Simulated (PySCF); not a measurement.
Record of a relaxation.

Species: C5H11O2P.
Numbering: `[CH2:1]=[CH:2][P@@:3](=[O:4])([OH:5])[CH:6]([CH3:7])[CH3:8]` (hydrogens: H9, H10 on C1; H11 on C2; H12 on O5; H13 on C6; H14, H15, H16 on C7; H17, H18, H19 on C8)

Computed by this run: PBE0/def2-SV(P) geometry optimisation, gas phase (PySCF 2.14.0); density fitting, grid level 1; the optimiser is geomeTRIC in internal coordinates, started from a GFN2-xTB structure. 9 of its 10 geometries are shown. The frame can shift and turn from step to step; on so coarse a grid that alone can change the energy by a few meV, and forces under 0.02 eV/Å are noise.

Step 0: E = -18722.8927 eV, largest atomic force 2.038 eV/Å
```
atom  x, y, z in Å  |  force x, y, z in eV/Å
C1      2.885    0.593    0.025    0.229   0.150  -0.160
C2      1.882    0.058    0.695   -0.947  -0.524  -0.370
P3      0.521   -0.735   -0.213   -0.223   0.624   1.927
O4      0.716   -0.835   -1.664    0.241   0.155  -1.723
O5      0.419   -2.201    0.471   -0.251  -0.080   0.718
C6     -1.035    0.092    0.340    0.408  -0.157  -0.651
C7     -0.953    1.548   -0.092    0.064  -0.387   0.197
C8     -2.199   -0.636   -0.312    0.342   0.078   0.241
H9      2.881    0.568   -1.053    0.033  -0.012  -0.745
H10     3.728    1.065    0.505    0.525   0.281   0.373
H11     1.834    0.048    1.774    0.024   0.027   0.668
H12     0.653   -2.844   -0.201    0.167  -0.573  -0.361
H13    -1.104    0.019    1.428    0.065  -0.078   0.419
H14    -0.109    2.045    0.386    0.331   0.361   0.184
H15    -1.866    2.082    0.167   -0.439   0.281   0.128
H16    -0.811    1.599   -1.170    0.044   0.134  -0.541
H17    -3.141   -0.133   -0.096   -0.469   0.241   0.108
H18    -2.054   -0.661   -1.391   -0.035  -0.037  -0.527
H19    -2.260   -1.660    0.052   -0.109  -0.484   0.115
```

Step 1: E = -18723.0176 eV, largest atomic force 0.330 eV/Å
```
atom  x, y, z in Å  |  force x, y, z in eV/Å
C1      2.628    0.652    0.288    0.047   0.012  -0.063
C2      1.611    0.118    0.969    0.005   0.035   0.193
P3      0.239   -0.648    0.090    0.000  -0.207  -0.256
O4      0.451   -0.734   -1.388    0.007   0.028   0.104
O5      0.083   -2.120    0.807   -0.005   0.090  -0.051
C6     -1.296    0.199    0.599   -0.002  -0.050   0.170
C7     -1.239    1.665    0.182    0.034   0.098  -0.045
C8     -2.490   -0.530   -0.012   -0.072  -0.056  -0.055
H9      2.633    0.627   -0.810   -0.004  -0.001   0.037
H10     3.484    1.121    0.794   -0.045  -0.032  -0.011
H11     1.589    0.125    2.069    0.008   0.002  -0.084
H12     0.350   -2.817    0.181   -0.002   0.098   0.067
H13    -1.343    0.124    1.705   -0.013   0.017  -0.077
H14    -0.400    2.204    0.659   -0.020  -0.016  -0.002
H15    -2.175    2.185    0.459    0.029  -0.039   0.006
H16    -1.113    1.751   -0.913   -0.012  -0.009   0.025
H17    -3.434   -0.012    0.242    0.047  -0.006   0.014
H18    -2.400   -0.557   -1.113   -0.011   0.012   0.024
H19    -2.560   -1.570    0.350    0.010   0.023   0.005
```

Step 2: E = -18723.0208 eV, largest atomic force 0.069 eV/Å
```
atom  x, y, z in Å  |  force x, y, z in eV/Å
C1      2.624    0.645    0.283    0.059   0.015   0.032
C2      1.607    0.124    0.974   -0.006   0.013  -0.048
P3      0.242   -0.646    0.084   -0.042  -0.037  -0.023
O4      0.464   -0.733   -1.391   -0.001   0.004   0.065
O5      0.083   -2.108    0.813   -0.025   0.020  -0.038
C6     -1.295    0.197    0.596    0.013  -0.025   0.013
C7     -1.238    1.666    0.182    0.001   0.023  -0.015
C8     -2.492   -0.532   -0.014   -0.015  -0.003  -0.012
H9      2.624    0.609   -0.814   -0.011  -0.005   0.005
H10     3.484    1.110    0.780    0.006   0.004   0.001
H11     1.585    0.137    2.072    0.005   0.004  -0.019
H12     0.364   -2.805    0.197    0.021  -0.015   0.028
H13    -1.342    0.121    1.699    0.002   0.001  -0.010
H14    -0.400    2.203    0.660   -0.002  -0.007   0.001
H15    -2.174    2.180    0.466    0.000   0.001   0.002
H16    -1.117    1.756   -0.912   -0.006  -0.002   0.001
H17    -3.431   -0.014    0.250    0.000  -0.003   0.008
H18    -2.409   -0.554   -1.115   -0.006   0.009   0.003
H19    -2.558   -1.572    0.346    0.006   0.003   0.004
```

Step 3: E = -18723.0217 eV, largest atomic force 0.102 eV/Å
```
atom  x, y, z in Å  |  force x, y, z in eV/Å
C1      2.641    0.645    0.286   -0.066  -0.051  -0.025
C2      1.607    0.129    0.957    0.019   0.015  -0.028
P3      0.239   -0.647    0.071    0.026   0.092   0.034
O4      0.460   -0.743   -1.402   -0.011  -0.013   0.002
O5      0.081   -2.099    0.815   -0.041  -0.010  -0.002
C6     -1.297    0.196    0.591    0.022   0.009  -0.071
C7     -1.244    1.666    0.176   -0.011  -0.036   0.013
C8     -2.501   -0.533   -0.007    0.034   0.021   0.019
H9      2.659    0.609   -0.810    0.014   0.008  -0.028
H10     3.495    1.103    0.801    0.013   0.011   0.007
H11     1.576    0.144    2.053   -0.017  -0.001   0.062
H12     0.377   -2.802    0.215    0.041  -0.059   0.000
H13    -1.334    0.121    1.693    0.003  -0.004   0.038
H14    -0.402    2.201    0.647    0.011   0.005  -0.001
H15    -2.177    2.177    0.471   -0.014   0.020   0.000
H16    -1.134    1.757   -0.919    0.000   0.001  -0.014
H17    -3.435   -0.016    0.273   -0.023   0.000   0.006
H18    -2.434   -0.552   -1.108   -0.001   0.003  -0.009
H19    -2.560   -1.573    0.354    0.000  -0.012  -0.002
```

Step 4: E = -18723.0229 eV, largest atomic force 0.067 eV/Å
```
atom  x, y, z in Å  |  force x, y, z in eV/Å
C1      2.639    0.639    0.279   -0.021  -0.015   0.007
C2      1.606    0.132    0.957    0.008  -0.001  -0.040
P3      0.239   -0.647    0.073    0.021   0.045   0.045
O4      0.462   -0.746   -1.399   -0.008  -0.004  -0.023
O5      0.081   -2.097    0.820   -0.046  -0.014   0.000
C6     -1.297    0.197    0.590    0.002   0.007  -0.044
C7     -1.246    1.667    0.176   -0.001  -0.030   0.014
C8     -2.501   -0.532   -0.007    0.021   0.014   0.018
H9      2.656    0.598   -0.817   -0.003  -0.003  -0.010
H10     3.495    1.099    0.789    0.011   0.006   0.000
H11     1.575    0.153    2.054   -0.005   0.005   0.025
H12     0.392   -2.805    0.231    0.031  -0.014   0.007
H13    -1.334    0.121    1.693   -0.002   0.000   0.023
H14    -0.403    2.202    0.647    0.008   0.006  -0.005
H15    -2.178    2.179    0.472   -0.005   0.007  -0.001
H16    -1.138    1.759   -0.919    0.001   0.001  -0.008
H17    -3.436   -0.017    0.277   -0.011  -0.003   0.004
H18    -2.437   -0.547   -1.109    0.000   0.000  -0.005
H19    -2.558   -1.573    0.350    0.000  -0.009  -0.006
```

Step 6: E = -18723.0261 eV, largest atomic force 0.104 eV/Å
```
atom  x, y, z in Å  |  force x, y, z in eV/Å
C1      2.646    0.602    0.230    0.073   0.060   0.043
C2      1.603    0.155    0.935   -0.017  -0.049  -0.020
P3      0.229   -0.644    0.078    0.010  -0.049   0.045
O4      0.455   -0.779   -1.390    0.003   0.008  -0.067
O5      0.058   -2.072    0.864   -0.026  -0.025   0.013
C6     -1.303    0.203    0.586   -0.028   0.010   0.078
C7     -1.255    1.673    0.172    0.007   0.009  -0.003
C8     -2.510   -0.527    0.000   -0.022  -0.009  -0.010
H9      2.665    0.511   -0.864   -0.037  -0.021   0.031
H10     3.512    1.069    0.718   -0.003  -0.007  -0.011
H11     1.569    0.226    2.031    0.019   0.016  -0.058
H12     0.487   -2.792    0.372    0.004   0.061   0.002
H13    -1.331    0.129    1.692   -0.014   0.009  -0.030
H14    -0.403    2.206    0.628   -0.007   0.001  -0.010
H15    -2.182    2.188    0.483    0.015  -0.014  -0.008
H16    -1.164    1.764   -0.925    0.003   0.000   0.006
H17    -3.446   -0.033    0.316    0.019  -0.002  -0.004
H18    -2.469   -0.516   -1.103    0.000  -0.008   0.008
H19    -2.545   -1.578    0.333    0.001   0.009  -0.004
```

Step 7: E = -18723.0274 eV, largest atomic force 0.076 eV/Å
```
atom  x, y, z in Å  |  force x, y, z in eV/Å
C1      2.651    0.586    0.213    0.034   0.034   0.001
C2      1.604    0.158    0.924   -0.008  -0.030   0.022
P3      0.224   -0.644    0.082    0.000  -0.044   0.017
O4      0.447   -0.791   -1.386    0.000   0.011  -0.036
O5      0.047   -2.065    0.882   -0.006  -0.009   0.016
C6     -1.306    0.207    0.589   -0.013   0.005   0.075
C7     -1.256    1.675    0.168    0.008   0.017  -0.015
C8     -2.514   -0.523    0.005   -0.023  -0.014  -0.018
H9      2.658    0.472   -0.880    0.000  -0.004   0.014
H10     3.523    1.055    0.687   -0.012  -0.011  -0.006
H11     1.572    0.249    2.019    0.012   0.007  -0.041
H12     0.523   -2.779    0.426   -0.002   0.040  -0.002
H13    -1.334    0.137    1.694   -0.009   0.008  -0.029
H14    -0.401    2.208    0.619   -0.006  -0.001  -0.004
H15    -2.180    2.194    0.480    0.009  -0.012  -0.006
H16    -1.169    1.762   -0.929    0.003  -0.002   0.006
H17    -3.450   -0.034    0.329    0.015   0.002  -0.005
H18    -2.479   -0.508   -1.098    0.002  -0.006   0.007
H19    -2.544   -1.576    0.332   -0.003   0.008   0.003
```

Step 8: E = -18723.0280 eV, largest atomic force 0.029 eV/Å
```
atom  x, y, z in Å  |  force x, y, z in eV/Å
C1      2.654    0.577    0.201    0.000  -0.001  -0.012
C2      1.607    0.155    0.916   -0.001   0.000   0.014
P3      0.219   -0.647    0.086   -0.006  -0.006  -0.023
O4      0.434   -0.799   -1.383   -0.004   0.004   0.013
O5      0.041   -2.062    0.895    0.003   0.011   0.005
C6     -1.309    0.211    0.594    0.008  -0.008   0.026
C7     -1.254    1.675    0.163    0.003   0.012  -0.016
C8     -2.519   -0.520    0.012   -0.005  -0.007  -0.012
H9      2.660    0.456   -0.891    0.003   0.000  -0.002
H10     3.528    1.045    0.671   -0.002  -0.002   0.001
H11     1.580    0.257    2.009    0.002  -0.002   0.000
H12     0.543   -2.768    0.456   -0.001  -0.004   0.001
H13    -1.340    0.148    1.698    0.001   0.002  -0.006
H14    -0.397    2.210    0.609   -0.003  -0.001   0.003
H15    -2.176    2.199    0.470   -0.001  -0.002  -0.003
H16    -1.166    1.754   -0.935    0.002  -0.004   0.001
H17    -3.453   -0.027    0.334    0.001   0.005  -0.003
H18    -2.483   -0.509   -1.091    0.004  -0.003   0.003
H19    -2.551   -1.571    0.342   -0.003   0.003   0.009
```

Step 9: E = -18723.0281 eV, largest atomic force 0.022 eV/Å
```
atom  x, y, z in Å  |  force x, y, z in eV/Å
C1      2.654    0.573    0.195   -0.012  -0.010  -0.009
C2      1.609    0.152    0.914    0.003   0.011   0.002
P3      0.216   -0.648    0.090   -0.005   0.007  -0.020
O4      0.427   -0.802   -1.380   -0.001  -0.001   0.021
O5      0.038   -2.061    0.902    0.007   0.011  -0.004
C6     -1.310    0.213    0.597    0.009  -0.005  -0.003
C7     -1.251    1.676    0.158   -0.002   0.005  -0.007
C8     -2.520   -0.518    0.016    0.001  -0.001  -0.002
H9      2.656    0.452   -0.895    0.004   0.000  -0.006
H10     3.530    1.040    0.663    0.002   0.002   0.002
H11     1.586    0.256    2.007   -0.002  -0.005   0.012
H12     0.544   -2.766    0.465   -0.002  -0.015   0.005
H13    -1.342    0.156    1.701    0.006  -0.001   0.004
H14    -0.395    2.211    0.604   -0.001   0.000   0.003
H15    -2.174    2.201    0.460   -0.003   0.003  -0.003
H16    -1.160    1.748   -0.940    0.002  -0.003  -0.002
H17    -3.453   -0.020    0.332   -0.003   0.005  -0.003
H18    -2.480   -0.514   -1.087    0.003  -0.003   0.000
H19    -2.557   -1.567    0.354   -0.003   0.002   0.008
```

**Question.** Summarise the path.

**Answer.** The energy falls by 3.12 kcal/mol from step 0 to step 9; nine tenths of that is first reached at step 1. It falls at every step. The largest force goes from 2.038 to 0.022 eV/Å. Among the bonds P3=O4 changes most, from 1.467 to 1.493 Å; the atoms move by 0.114 Å rms after alignment.

**Question.** Follow the three bonds and two angles with the largest change from start to end.

**Answer.** 
| step | E above end (kcal/mol) | largest force (eV/Å) | P3=O4 (Å) | P3–C6 (Å) | C1–H9 (Å) | O4–P3–O5 (°) | P3–O5–H12 (°) |
| --- | --- | --- | --- | --- | --- | --- | --- |
| 0 | 3.12 | 2.038 | 1.467 | 1.846 | 1.078 | 111.4 | 107.2 |
| 1 | 0.24 | 0.330 | 1.496 | 1.826 | 1.099 | 113.2 | 109.5 |
| 2 | 0.17 | 0.069 | 1.494 | 1.826 | 1.098 | 113.7 | 109.2 |
| 3 | 0.15 | 0.102 | 1.493 | 1.827 | 1.097 | 113.9 | 109.4 |
| 4 | 0.12 | 0.067 | 1.493 | 1.826 | 1.097 | 113.9 | 109.7 |
| 5 | 0.08 | 0.071 | 1.492 | 1.825 | 1.098 | 113.9 | 110.4 |
| 6 | 0.05 | 0.104 | 1.491 | 1.823 | 1.098 | 114.1 | 110.8 |
| 7 | 0.02 | 0.076 | 1.492 | 1.823 | 1.098 | 114.3 | 110.8 |
| 8 | 0.00 | 0.029 | 1.493 | 1.824 | 1.098 | 114.4 | 110.4 |
| 9 | 0.00 | 0.022 | 1.493 | 1.824 | 1.098 | 114.5 | 110.2 |

The cost below is that of the whole optimisation. On Arm Neoverse V1, one thread, shared host, this took 1.8 min of wall time and 0.62 GiB of memory at its peak.
